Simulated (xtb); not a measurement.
Job for xtb: GFN1-xTB on C2H8OSe (a complex), monomers drawn apart or pushed together.

```
$ xtb mol.xyz --gfn 1 --sp --chrg 0 --uhf 0
12

C     -0.89416439     1.69410587    -0.20739339
Se     0.59857725     0.44933573     0.06816918
C     -0.43148371    -1.20351071    -0.17863480
H     -1.66101380     1.51309350     0.54170218
H     -0.49389250     2.69885104    -0.09093413
H     -1.29244608     1.57289240    -1.21206378
H     -1.21790498    -1.25642454     0.57019856
H      0.26169880    -2.03116262    -0.04553532
H     -0.84589694    -1.23098117    -1.18372368
O     -1.08139045     0.20780170     2.68470358
H     -0.77440144     0.25246267     3.59540756
H     -0.28790340     0.32915987     2.13612717
```

Output:

```
[...]
           -------------------------------------------------
          |                Calculation Setup                |
           -------------------------------------------------



molecular fragmentation (1/2 indicates fragments):
111111111222
# atoms in fragment 1/2:     9     3
 fragment masses (1/2) :      109.03       18.02
CMA distance (Bohr)    :   5.658
constraining FC (au)   :  0.0500

           -------------------------------------------------
          |                 G F N 1 - x T B                 |
           -------------------------------------------------

        Reference                      10.1021/acs.jctc.7b00118
      * Hamiltonian:
        H0-scaling (s, p, d)           1.850000    2.250000    2.000000
        zeta-weighting                 0.000000
      * Dispersion:
        s8                             2.400000
        a1                             0.630000
        a2                             5.000000
        s9                             0.000000
      * Repulsion:
        kExp                           1.500000
        rExp                           1.000000
      * Coulomb:
        alpha                          2.000000
        third order                    atomic
        anisotropic                    false
      * Halogen bond correction:
        rad-scale                      1.300000
        damping                        0.440000


          ...................................................
          :                      SETUP                      :
          :.................................................:
          :  # basis functions                  38          :
          :  # atomic orbitals                  37          :
          :  # shells                           25          :
          :  # electrons                        28          :
          :  # halogen bonds                     0          :
          :  max. iterations                   250          :
          :  Hamiltonian                  GFN1-xTB          :
          :  restarted?                      false          :
          :  GBSA solvation                  false          :
          :  PC potential                    false          :
          :  electronic temp.          300.0000000     K    :
          :  accuracy                    1.0000000          :
          :  -> integral cutoff          0.2500000E+02      :
          :  -> integral neglect         0.1000000E-07      :
          :  -> SCF convergence          0.1000000E-05 Eh   :
          :  -> wf. convergence          0.2000000E-04 e    :
          :  Broyden damping             0.4000000          :
          :  net charge                          0          :
          :  unpaired electrons                  0          :
          ...................................................

 iter      E             dE          RMSdq      gap      omega  full diag
   1    -16.6928284 -0.166928E+02  0.640E+00    4.35       0.0  T
   2    -16.7124146 -0.195862E-01  0.368E+00    4.72       1.0  T
   3    -16.7082560  0.415861E-02  0.126E+00    4.48       1.0  T
   4    -16.7154136 -0.715764E-02  0.220E-01    4.63       1.0  T
   5    -16.7155554 -0.141816E-03  0.521E-03    4.64       5.5  T
   6    -16.7155557 -0.231564E-06  0.186E-03    4.64      15.5  T
   7    -16.7155557 -0.151094E-07  0.481E-04    4.64      60.0  T
   8    -16.7155557 -0.825214E-09  0.323E-05    4.64     894.0  T
   9    -16.7155557 -0.380496E-11  0.221E-05    4.64    1308.4  T

   *** convergence criteria satisfied after 9 iterations ***

         #    Occupation            Energy/Eh            Energy/eV
      -------------------------------------------------------------
         1        2.0000           -0.8892356             -24.1973
       ...           ...                  ...                  ...
         8        2.0000           -0.5240813             -14.2610
         9        2.0000           -0.5181689             -14.1001
        10        2.0000           -0.5129937             -13.9593
        11        2.0000           -0.4830224             -13.1437
        12        2.0000           -0.4729370             -12.8693
        13        2.0000           -0.4591327             -12.4936
        14        2.0000           -0.3843059             -10.4575 (HOMO)
        15                         -0.2138510              -5.8192 (LUMO)
        16                         -0.1827102              -4.9718
        17                         -0.1300366              -3.5385
        18                         -0.1076124              -2.9283
        19                         -0.1033979              -2.8136
       ...                                ...                  ...
        37                          0.5339787              14.5303
      -------------------------------------------------------------
                  HL-Gap            0.1704549 Eh            4.6383 eV
             Fermi-level           -0.2990785 Eh           -8.1383 eV

 SCC (total)                   0 d,  0 h,  0 min,  0.006 sec
 SCC setup                      ...        0 min,  0.000 sec (  1.019%)
 Dispersion                     ...        0 min,  0.000 sec (  0.474%)
 classical contributions        ...        0 min,  0.000 sec (  0.260%)
 integral evaluation            ...        0 min,  0.002 sec ( 25.848%)
 iterations                     ...        0 min,  0.002 sec ( 23.753%)
 molecular gradient             ...        0 min,  0.003 sec ( 47.317%)
 printout                       ...        0 min,  0.000 sec (  1.259%)

         :::::::::::::::::::::::::::::::::::::::::::::::::::::
         ::                     SUMMARY                     ::
         :::::::::::::::::::::::::::::::::::::::::::::::::::::
         :: total energy             -16.574595155143 Eh    ::
         :: gradient norm              0.015130005935 Eh/a0 ::
         :: HOMO-LUMO gap              4.638313155138 eV    ::
         ::.................................................::
         :: SCC energy               -16.715555690495 Eh    ::
         :: -> electrostatic           0.053616853810 Eh    ::
         :: repulsion energy           0.144708191295 Eh    ::
         :: dispersion energy         -0.003747655942 Eh    ::
         :: halogen bond corr.         0.000000000000 Eh    ::
         :: add. restraining           0.000000000000 Eh    ::
         :: total charge               0.000000000000 e     ::
         :::::::::::::::::::::::::::::::::::::::::::::::::::::

           -------------------------------------------------
          |                Property Printout                |
           -------------------------------------------------

    * Orbital Energies and Occupations

         #    Occupation            Energy/Eh            Energy/eV
      -------------------------------------------------------------
         1        2.0000           -0.8892356             -24.1973
         2        2.0000           -0.7427019             -20.2099
         3        2.0000           -0.6238441             -16.9757
         4        2.0000           -0.6205400             -16.8858
         5        2.0000           -0.5974878             -16.2585
         6        2.0000           -0.5333100             -14.5121
         7        2.0000           -0.5271655             -14.3449
         8        2.0000           -0.5240813             -14.2610
         9        2.0000           -0.5181689             -14.1001
        10        2.0000           -0.5129937             -13.9593
        11        2.0000           -0.4830224             -13.1437
        12        2.0000           -0.4729370             -12.8693
        13        2.0000           -0.4591327             -12.4936
Note: The following floating-point exceptions are signalling: IEEE_DENORMAL
normal termination of xtb
        14        2.0000           -0.3843059             -10.4575 (HOMO)
        15                         -0.2138510              -5.8192 (LUMO)
        16                         -0.1827102              -4.9718
        17                         -0.1300366              -3.5385
        18                         -0.1076124              -2.9283
        19                         -0.1033979              -2.8136
        20                         -0.0741780              -2.0185
        21                         -0.0637724              -1.7353
        22                         -0.0603180              -1.6413
        23                         -0.0455333              -1.2390
        24                         -0.0308492              -0.8394
        25                         -0.0281085              -0.7649
       ...                                ...                  ...
        37                          0.5339787              14.5303
      -------------------------------------------------------------
                  HL-Gap            0.1704549 Eh            4.6383 eV
             Fermi-level           -0.2990785 Eh           -8.1383 eV

  Mulliken/CM5 charges         n(s)   n(p)   n(d)
     1C    -0.08780 -0.23763   1.034  3.054  0.000
     2Se    0.04573  0.02747   1.959  4.055 -0.059
     3C    -0.08785 -0.23768   1.034  3.054  0.000
     4H     0.04343  0.09843   0.957  0.000  0.000
     5H     0.02814  0.08016   0.972  0.000  0.000
     6H     0.02502  0.07693   0.975  0.000  0.000
     7H     0.04324  0.09823   0.957  0.000  0.000
     8H     0.02808  0.08010   0.972  0.000  0.000
     9H     0.02507  0.07698   0.975  0.000  0.000
    10O    -0.68285 -1.01987   1.698  4.984  0.000
    11H     0.32719  0.49365   0.673  0.000  0.000
    12H     0.29261  0.46324   0.707  0.000  0.000

Wiberg/Mayer (AO) data.
largest (>0.10) Wiberg bond orders for each atom

 ---------------------------------------------------------------------------
     #   Z sym  total        # sym  WBO       # sym  WBO       # sym  WBO
 ---------------------------------------------------------------------------
     1   6 C    3.990 --     6 H    1.002     4 H    0.998     5 H    0.997
                             2 Se   0.972
     2  34 Se   2.060 --     1 C    0.972     3 C    0.972    12 H    0.105
     3   6 C    3.990 --     9 H    1.002     7 H    0.998     8 H    0.997
                             2 Se   0.972
     4   1 H    1.012 --     1 C    0.998
     5   1 H    1.007 --     1 C    0.997
     6   1 H    1.010 --     1 C    1.002
     7   1 H    1.012 --     3 C    0.998
     8   1 H    1.007 --     3 C    0.997
     9   1 H    1.010 --     3 C    1.002
    10   8 O    1.793 --    11 H    0.896    12 H    0.855
    11   1 H    0.900 --    10 O    0.896
    12   1 H    0.960 --    10 O    0.855     2 Se   0.105
 ---------------------------------------------------------------------------

Topologies differ in total number of bonds
Writing topology from bond orders to xtbtopo.mol

 dipole moment from electron density (au)
     X       Y       Z
   0.8158   0.1193   0.0974  total (Debye):    2.110


           -------------------------------------------------
          | TOTAL ENERGY              -16.574595155143 Eh   |
          | GRADIENT NORM               0.015130005935 Eh/α |
          | HOMO-LUMO GAP               4.638313155138 eV   |
           -------------------------------------------------

------------------------------------------------------------------------
------------------------------------------------------------------------
 total:
 SCF:
```

The run finished.

Cost: very roughly 0.020 core-seconds.
